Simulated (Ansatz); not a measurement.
Relaxation of C$_{2}$H$_{9}$AsSSi (14 atoms, charge 0, multiplicity 1), to a largest force component of 0.015 eV/Å in at most 40 steps.

Method: RKS BLYP-D4/def2-SVP (Ansatz).

```xyz
14
Properties=species:S:1:pos:R:3:forces:R:3
C -1.108 1.688 0.806 -1.82 2.44 -1.20
S 0.658 1.679 0.829 1.58 0.01 0.09
Si 0.744 -0.455 1.061 1.45 -0.01 1.14
C 0.299 -1.328 -0.482 -3.21 -0.43 0.09
As 1.363 -0.808 -2.012 -0.02 1.14 -1.19
H -1.538 1.201 -0.093 -0.04 -0.17 0.13
H -1.457 2.793 0.728 0.43 -1.25 0.11
H -1.536 1.310 1.716 -0.52 -0.56 0.84
H -0.068 -0.855 2.244 -0.33 -0.06 0.06
H 2.171 -0.829 1.389 -0.06 0.17 -0.01
H -0.844 -1.091 -0.675 1.70 -0.48 0.17
H 0.337 -2.425 -0.307 0.14 0.02 -0.07
H 0.568 0.593 -2.169 0.61 -0.84 -0.02
H 0.399 -1.502 -3.006 0.11 0.02 -0.15
```

Question: Where does it end, and by what steps?

Answer: The run converged. After 13 steps the energy has fallen by 0.495 eV; H13 moved furthest, 0.44 Å.

```json
{"step": "0", "energy less start (eV)": "0.0000", "largest force component (eV/Å)": "3.211", "accepted": "yes"}
{"step": "1", "energy less start (eV)": "-0.3715", "largest force component (eV/Å)": "1.209", "accepted": "yes"}
{"step": "2", "energy less start (eV)": "-0.4694", "largest force component (eV/Å)": "0.484", "accepted": "yes"}
{"step": "3", "energy less start (eV)": "-0.4797", "largest force component (eV/Å)": "0.244", "accepted": "yes"}
{"step": "4", "energy less start (eV)": "-0.4837", "largest force component (eV/Å)": "0.026", "accepted": "yes"}
{"step": "5", "energy less start (eV)": "-0.4858", "largest force component (eV/Å)": "0.033", "accepted": "yes"}
{"step": "6", "energy less start (eV)": "-0.4895", "largest force component (eV/Å)": "0.135", "accepted": "yes"}
{"step": "7", "energy less start (eV)": "-0.4910", "largest force component (eV/Å)": "0.083", "accepted": "yes"}
{"step": "8", "energy less start (eV)": "-0.4931", "largest force component (eV/Å)": "0.034", "accepted": "yes"}
{"step": "9", "energy less start (eV)": "-0.4943", "largest force component (eV/Å)": "0.045", "accepted": "yes"}
{"step": "10", "energy less start (eV)": "-0.4947", "largest force component (eV/Å)": "0.113", "accepted": "yes"}
{"step": "11", "energy less start (eV)": "-0.4951", "largest force component (eV/Å)": "0.033", "accepted": "yes"}
{"step": "12", "energy less start (eV)": "-0.4951", "largest force component (eV/Å)": "0.041", "accepted": "yes"}
{"step": "13", "energy less start (eV)": "-0.4952", "largest force component (eV/Å)": "0.005", "accepted": "yes"}
```

```xyz
14
Properties=species:S:1:pos:R:3
C -1.088 1.805 0.672
S 0.719 1.603 1.050
Si 0.808 -0.560 1.212
C 0.283 -1.395 -0.408
As 1.153 -0.542 -2.034
H -1.351 1.332 -0.293
H -1.275 2.892 0.599
H -1.716 1.387 1.482
H -0.069 -1.049 2.333
H 2.243 -0.853 1.524
H -0.819 -1.393 -0.516
H 0.612 -2.456 -0.387
H 0.126 0.604 -2.153
H 0.361 -1.404 -3.052
```

Whether the end is a true minimum wasn't checked by a vibrational analysis.

Time of the run: 18 s on 2 threads of AMD EPYC 9R45 96-Core Processor (Zen 5), with other jobs on the host, peak memory 0.24 GiB.
